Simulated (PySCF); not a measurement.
Cu(OH2)2 (CuH4O2), SMILES [OH2]->[Cu+]<-[OH2], charge +1, multiplicity 1.

Geometry optimised at r2SCAN-D4/def2-TZVP. The spin state was assumed, not searched.

The numbers are results of TDA-CAM-B3LYP/def2-SVPD in PySCF, not measurements.

Vertical excitations.  State labels are in the subgroup C2.

Computed lowest excited states:
```csv
state,symmetry,energy (eV),λ (nm),f,main pairs
S1,A,5.11,243,0.000,HOMO−1→LUMO 87 %
S2,B,5.12,242,0.000,HOMO−2→LUMO 87 %
S3,A,5.31,234,0.000,HOMO−3→LUMO 88 %
S4,B,5.31,234,0.000,HOMO−4→LUMO 88 %
S5,A,5.79,214,0.001,HOMO→LUMO 92 %
S6,A,6.96,178,0.075,HOMO→LUMO+2 76 %
S7,B,6.96,178,0.075,HOMO→LUMO+3 70 %
S8,B,7.24,171,0.000,"HOMO−2→LUMO+2 45 %, HOMO−1→LUMO+3 44 %"
S9,B,7.26,171,0.000,HOMO→LUMO+1 87 %
S10,A,7.26,171,0.000,HOMO−1→LUMO+2 85 %
T1,A,4.08,304,0,HOMO→LUMO 84 %
T2,A,4.72,262,0,HOMO−1→LUMO 82 %
T3,B,4.73,262,0,"HOMO−2→LUMO 54 %, HOMO−4→LUMO 30 %"
T4,A,4.74,262,0,HOMO−3→LUMO 81 %
```
Triplets are in the Tamm–Dancoff approximation.
